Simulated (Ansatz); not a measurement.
Reaction (ligand exchange at the Sn–N bond): `C[NH][SnH2][O]C` + H₂S → `C[O][SnH2][SH]` + CH₃NH₂

Gas-phase electronic energies from Ansatz, PBE0-D4/def2-TZVP geometries. CCSD(T)/CBS adds triple-zeta CCSD(T) − MP2 to the extrapolated MP2 energy (def2 sets, frozen cores). This one scheme is used for every species. Functionals use def2-TZVPP. def2 core potentials past Kr. For Sn outer-core shells are correlated without core-valence functions, which leaves a few kJ/mol of doubt a bond. One conformer a species, not always the lowest.

```csv
species,ωB97X-V energy (Eh)
`C[NH][SnH2][O]C`,-425.88971
H₂S,-399.34253
`C[O][SnH2][SH]`,-729.39052
CH₃NH₂,-95.86508
```

(1) Work out ΔE.

Largest T1 diagnostic among the species: 0.013.

Results:

(1) ΔE = (-729.39052) + (-95.86508) − (-425.88971) − (-399.34253) = -0.02336 Eh = -61.3 kJ/mol. CCSD(T)/CBS gives -60.4 kJ/mol.

The D4 term adds +4.9 kJ/mol with B3LYP and +3.0 kJ/mol with PBE0; it sums over pairs of atoms, weighted by their polarisabilities, and B3LYP, whose exchange is more repulsive, gets the larger term. In def2-TZVPP, CCSD(T) changes the Hartree–Fock value by +13.2 kJ/mol (the triples alone add +1.1 kJ/mol) and MP2 by +11.7 kJ/mol.

B3LYP here is the variant with VWN-RPA as its local correlation; programs differ in this.
